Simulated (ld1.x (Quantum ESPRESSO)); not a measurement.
# Configuration tests for arsenic (TM)

arsenic, norm-conserving Troullier–Martins (Kleinman–Bylander form), made with ld1.x (Quantum ESPRESSO) 7.5 (PBEsol, scalar-relativistic). Core [Ne] 3s2, reference 3p6 3d10 4s2 4p2 (charge +1). Waves: 4s (bound): rc 1.20 bohr; 3p (bound): rc 0.95 bohr; 3d (bound): rc 1.00 bohr. Local part: all-electron potential smoothed inside 1.15 bohr (lloc = -1). Core correction: a·sin(br)/r model core, default radius (core density twice the valence density).

Occupied shells without a wave of their own: 4p. They enter only through the test configuration that unscreens the potential, and ld1.x also counts them in the model core charge.

Energies are relative to the spin-unpolarised reference configuration 3p6 3d10 4s2 4p2; without spin polarisation the order of configurations can differ from experiment.

ld1.x takes every shell without a wave as core, so the model core holds the 4p electrons as well and exchange and correlation see them twice. This cancels in the reference configuration, but the file is broken for other ones, and its errors say nothing about a proper core correction.

```csv
valence configuration,charge,ΔE all-electron (eV),error AE − PS (meV)
3p6 3d10 4s2 4p3,0,-9.158,-256
3p6 3d10 4s2 4p1,+2,17.941,+137
3p6 3d10 4s2 4p0,+3,45.664,+59
3p6 3d10 4s2 4p2.5,+0.5,-5.600,-119
3p5 3d10 4s2 4p3,+1,135.043,-895
3p6 3d9 4s2 4p4,0,30.937,-920
3p6 3d10 4s2 4p3.3,-0.3,-10.392,-342
```

Note: ghost state, extra bound levels that the all-electron valence spectrum of the same l lacks: s at -50.6 eV. A true bound ghost makes a file unfit for plane-wave use.
